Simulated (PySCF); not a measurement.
# Nuclear quadrupole coupling in [Si(OMe)6]2-

Compound: [Si(OMe)6]2-, C6H18O6Si (charge -2).
Geometry (PBE0-D3(BJ)/def2-SVP, Å), atoms numbered from 1 in this order:
```
atom  x, y, z in Å
Si1   -0.004   -0.005   -0.002
O2     0.214    0.153    1.783
C3     0.974    1.122    2.351
H4     2.042    1.094    2.027
H5     0.977    1.021    3.469
H6     0.623    2.157    2.125
O7    -0.220   -0.165   -1.787
C8    -0.996   -1.124   -2.355
H9    -0.695   -2.161   -2.077
H10   -0.947   -1.063   -3.474
H11   -2.075   -1.044   -2.079
O12    1.787    0.100   -0.202
C13    2.378    0.808   -1.198
H14    2.025    0.520   -2.215
H15    3.491    0.657   -1.188
H16    2.208    1.910   -1.124
O17   -1.794   -0.113    0.195
C18   -2.387   -0.796    1.207
H19   -2.147   -1.886    1.205
H20   -3.504   -0.715    1.140
H21   -2.099   -0.431    2.221
O22   -0.099    1.788   -0.179
C23   -1.081    2.411   -0.878
H24   -1.105    2.130   -1.958
H25   -0.951    3.525   -0.840
H26   -2.107    2.196   -0.494
O27    0.093   -1.799    0.177
C28    1.079   -2.421    0.872
H29    2.103   -2.195    0.491
H30    0.956   -3.536    0.825
H31    1.098   -2.150    1.955
```

Field gradients from the PBE0/pcSseg-1 density (PySCF, non-relativistic), principal values in atomic units, ordered |Vxx| ≤ |Vyy| ≤ |Vzz|:

| atom | Vxx | Vyy | Vzz |
| --- | --- | --- | --- |
| O2 | -0.5229 | -1.3658 | 1.8887 |
| O7 | -0.5227 | -1.3671 | 1.8898 |
| O12 | -0.5230 | -1.3659 | 1.8889 |
| O17 | -0.5232 | -1.3663 | 1.8895 |
| O22 | -0.5219 | -1.3675 | 1.8893 |
| O27 | -0.5218 | -1.3667 | 1.8884 |

Q: Find the asymmetry η = (Vxx − Vyy)/Vzz and the couplings χ = eQV/h (234.96 MHz × Q in barn × V in au), with Q(17O) = −0.0256 b.

A: 
```tsv
atom	environment	nucleus	η	χzz (MHz)	χxx (MHz)	χyy (MHz)
O2	oxygen bonded to C and Si	17O	0.45	-11.36	3.15	8.22
O7	oxygen bonded to C and Si	17O	0.45	-11.37	3.14	8.22
O12	oxygen bonded to C and Si	17O	0.45	-11.36	3.15	8.22
O17	oxygen bonded to C and Si	17O	0.45	-11.37	3.15	8.22
O22	oxygen bonded to C and Si	17O	0.45	-11.36	3.14	8.23
O27	oxygen bonded to C and Si	17O	0.45	-11.36	3.14	8.22
```

Q: What is Vzz at O22 in SI units (1 au = 9.71736 × 10²¹ V/m²)?

A: 1.8893 au = 18.359 × 10²¹ V/m².

Q: And the gradient at the other heavy atoms, for which no coupling is worked out here?

A: 
```json
{"atom": "C3", "environment": "carbon bonded to O and 3 H", "Vzz (au)": "0.181", "η": "0.53"}
{"atom": "C8", "environment": "carbon bonded to O and 3 H", "Vzz (au)": "0.181", "η": "0.54"}
{"atom": "C13", "environment": "carbon bonded to O and 3 H", "Vzz (au)": "0.181", "η": "0.55"}
{"atom": "C18", "environment": "carbon bonded to O and 3 H", "Vzz (au)": "0.181", "η": "0.53"}
{"atom": "C23", "environment": "carbon bonded to O and 3 H", "Vzz (au)": "0.180", "η": "0.53"}
{"atom": "C28", "environment": "carbon bonded to O and 3 H", "Vzz (au)": "0.180", "η": "0.54"}
```

Whether so highly charged an anion holds all its electrons in the gas phase wasn't checked; a finite basis holds them in any case. The ion is multiply charged and computed without counter-ions or solvent. The pcSseg-1 basis has no diffuse functions, a weakness for an anion. The HOMO energy is positive at this level (+1.89 eV), so the outermost electrons may be held by the finite basis alone. A larger basis could move these couplings by a tenth or more.
